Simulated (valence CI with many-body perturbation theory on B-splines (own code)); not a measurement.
# E1 line list for F2+

Calculated by relativistic CI+MBPT: five valence electrons over a frozen Dirac-Fock core [He], radial functions for each j: 9 s, 9 p, 8 d, 6 f, 3 g, 1 h, with the one-electron correlation potential Σ1 (screened to all orders), the two-electron term Σ2, the three-electron term Σ3, Breit, model QED; selected single and double excitations, second order for the rest, scaled by the run's own slope (own B-spline code, finite nucleus).

Set against measurement, 49 paired levels are off by 116 cm⁻¹ on average, the worst by 421. These come from a selection out of Moore, Atomic Energy Levels, vol. I, NSRDS-NBS 35 (1971 reprint of NBS Circular 467, 1949), an old analysis. Levels without a partner in it may be off by more. Among the levels kept, up to 1600 cm⁻¹ of a level comes from second order outside the variational space, and about a tenth of that is noise between levels of different J, which matters for small intervals.

Lines 151 to 200 of 275 in falling wavelength, among levels below 50.306 eV, chosen from the strongest by gf and those to the six lowest levels. Wavelengths and rates use the calculated energies, so an error of 100 cm⁻¹ moves a line at 507.2 Å by 0.051 % and its rate by three times that or more. Electric multipoles are in the length gauge, E1 and E2 with the static RPA response of the core. Weak lines are less certain than strong ones. Lines between different terms over intervals too small for the method are left out, as are lines whose strength nearly cancels. The highest levels of a list are the least certain.

Letters in brackets count levels of one name in rising energy.

| λ vac (Å) | λ from measured levels | Upper | Lower | A (s⁻¹) | S (a.u.) |
| --- | --- | --- | --- | --- | --- |
| 507.2 | 506.7 | 2s2.2p2.3p 4D°_7/2 | 2s.2p4 4P_5/2 | 1.04e+07 | 5.36e-03 |
| 501.9 | 501.4 | 2s2.2p2.3p 4P°_3/2 | 2s.2p4 4P_5/2 | 8.34e+07 | 2.08e-02 |
| 501.5 | 501.0 | 2s2.2p2.3p 4P°_5/2 | 2s.2p4 4P_5/2 | 1.20e+08 | 4.49e-02 |
| 490.3 | 490.0 | 2s2.2p2.3p 2D°_3/2 [a] | 2s.2p4 4P_5/2 | 1.60e+04 | 3.72e-06 |
| 489.4 | 489.1 | 2s2.2p2.3p 2D°_5/2 [a] | 2s.2p4 4P_5/2 | 1.70e+05 | 5.91e-05 |
| 487.0 | 486.4 | 2s2.2p2.3p 4S°_3/2 | 2s.2p4 4P_5/2 | 1.82e+08 | 4.15e-02 |
| 479.8 |  | 2s2.2p2.3p 2P°_3/2 [a] | 2s.2p4 4P_5/2 | 3.12e+04 | 6.80e-06 |
| 475.0 | 475.6 | 2s.2p4 2D_5/2 | 2s2.2p3 4S°_3/2 | 9.89e+02 | 3.14e-07 |
| 475.0 | 475.6 | 2s.2p4 2D_3/2 | 2s2.2p3 4S°_3/2 | 1.74e+01 | 3.68e-09 |
| 466.5 |  | 2s.2p4 2S_1/2 | 2s2.2p3 2D°_3/2 | 1.27e+07 | 1.28e-03 |
| 464.9 |  | 2s.2p4 2P_3/2 | 2s2.2p3 2P°_3/2 | 2.18e+09 | 4.32e-01 |
| 464.9 |  | 2s.2p4 2P_3/2 | 2s2.2p3 2P°_1/2 | 4.56e+08 | 9.04e-02 |
| 464.1 |  | 2s.2p4 2P_1/2 | 2s2.2p3 2P°_3/2 | 1.14e+09 | 1.13e-01 |
| 464.1 |  | 2s.2p4 2P_1/2 | 2s2.2p3 2P°_1/2 | 1.73e+09 | 1.71e-01 |
| 444.6 | 444.6 | 2s2.2p2.3p 2F°_5/2 | 2s.2p4 4P_5/2 | 2.88e+02 | 7.50e-08 |
| 444.5 | 444.5 | 2s2.2p2.3p 2F°_7/2 | 2s.2p4 4P_5/2 | 5.60e+03 | 1.94e-06 |
| 438.0 | 437.9 | 2s2.2p2.3p 2D°_5/2 [b] | 2s.2p4 4P_5/2 | 6.03e+03 | 1.50e-06 |
| 437.9 | 437.8 | 2s2.2p2.3p 2D°_3/2 [b] | 2s.2p4 4P_5/2 | 2.88e+02 | 4.77e-08 |
| 429.9 |  | 2s.2p4 2P_3/2 | 2s2.2p3 2D°_3/2 | 1.52e+09 | 2.38e-01 |
| 429.9 |  | 2s2.2p2.3p 2P°_3/2 [b] | 2s.2p4 4P_5/2 | 1.19e+04 | 1.87e-06 |
| 429.9 |  | 2s.2p4 2P_3/2 | 2s2.2p3 2D°_5/2 | 1.31e+10 | 2.05e+00 |
| 429.2 |  | 2s.2p4 2P_1/2 | 2s2.2p3 2D°_3/2 | 1.43e+10 | 1.12e+00 |
| 418.9 |  | 2s.2p3.3s 6S°_5/2 | 2s.2p4 4P_5/2 | 3.60e+04 | 7.84e-06 |
| 402.1 | 402.8 | 2s.2p4 2S_1/2 | 2s2.2p3 4S°_3/2 | 1.54e+05 | 9.91e-06 |
| 400.8 | 401.1 | 2p5 2P°_3/2 | 2s.2p4 4P_5/2 | 8.47e+05 | 1.08e-04 |
| 396.8 |  | 2s.2p3.3s 4S°_3/2 | 2s.2p4 4P_1/2 | 1.02e+09 | 1.26e-01 |
| 396.5 |  | 2s.2p3.3s 4S°_3/2 | 2s.2p4 4P_3/2 | 2.04e+09 | 2.51e-01 |
| 396.0 |  | 2s.2p3.3s 4S°_3/2 | 2s.2p4 4P_5/2 | 3.08e+09 | 3.78e-01 |
| 377.8 |  | 2s2.2p2.3s 4P_1/2 | 2s2.2p3 2P°_3/2 | 3.13e+05 | 1.66e-05 |
| 377.8 |  | 2s2.2p2.3s 4P_1/2 | 2s2.2p3 2P°_1/2 | 1.58e+05 | 8.40e-06 |
| 377.5 |  | 2s2.2p2.3s 4P_3/2 | 2s2.2p3 2P°_3/2 | 5.77e+05 | 6.13e-05 |
| 377.5 |  | 2s2.2p2.3s 4P_3/2 | 2s2.2p3 2P°_1/2 | 1.04e+05 | 1.10e-05 |
| 377.0 |  | 2s2.2p2.3s 4P_5/2 | 2s2.2p3 2P°_3/2 | 1.86e+03 | 2.94e-07 |
| 374.6 | 375.2 | 2s.2p4 2P_3/2 | 2s2.2p3 4S°_3/2 | 1.97e+05 | 2.05e-05 |
| 374.1 | 374.6 | 2s.2p4 2P_1/2 | 2s2.2p3 4S°_3/2 | 5.31e+04 | 2.74e-06 |
| 366.9 |  | 2s2.2p2.3s 2P_1/2 | 2s2.2p3 2P°_3/2 | 1.33e+09 | 6.47e-02 |
| 366.9 |  | 2s2.2p2.3s 2P_1/2 | 2s2.2p3 2P°_1/2 | 2.77e+09 | 1.35e-01 |
| 366.4 |  | 2s2.2p2.3s 2P_3/2 | 2s2.2p3 2P°_3/2 | 3.51e+09 | 3.41e-01 |
| 366.4 |  | 2s2.2p2.3s 2P_3/2 | 2s2.2p3 2P°_1/2 | 7.25e+08 | 7.03e-02 |
| 354.3 |  | 2s2.2p2.3s 4P_1/2 | 2s2.2p3 2D°_3/2 | 5.52e+05 | 2.42e-05 |
| 354.1 |  | 2s2.2p2.3s 4P_3/2 | 2s2.2p3 2D°_3/2 | 3.23e+05 | 2.83e-05 |
| 354.0 |  | 2s2.2p2.3s 4P_3/2 | 2s2.2p3 2D°_5/2 | 7.44e+05 | 6.51e-05 |
| 353.7 |  | 2s2.2p2.3s 4P_5/2 | 2s2.2p3 2D°_3/2 | 2.63e+04 | 3.44e-06 |
| 353.6 |  | 2s2.2p2.3s 4P_5/2 | 2s2.2p3 2D°_5/2 | 4.44e+05 | 5.81e-05 |
| 344.8 |  | 2s2.2p2.3s 2P_1/2 | 2s2.2p3 2D°_3/2 | 3.32e+09 | 1.34e-01 |
| 344.3 |  | 2s2.2p2.3s 2P_3/2 | 2s2.2p3 2D°_3/2 | 2.50e+08 | 2.01e-02 |
| 344.2 |  | 2s2.2p2.3s 2P_3/2 | 2s2.2p3 2D°_5/2 | 2.95e+09 | 2.37e-01 |
| 342.2 |  | 2s2.2p2.3s 2D_5/2 | 2s2.2p3 2P°_3/2 | 1.34e+09 | 1.59e-01 |
| 342.2 |  | 2s2.2p2.3s 2D_3/2 | 2s2.2p3 2P°_3/2 | 2.99e+08 | 2.36e-02 |
| 342.2 |  | 2s2.2p2.3s 2D_3/2 | 2s2.2p3 2P°_1/2 | 1.11e+09 | 8.81e-02 |
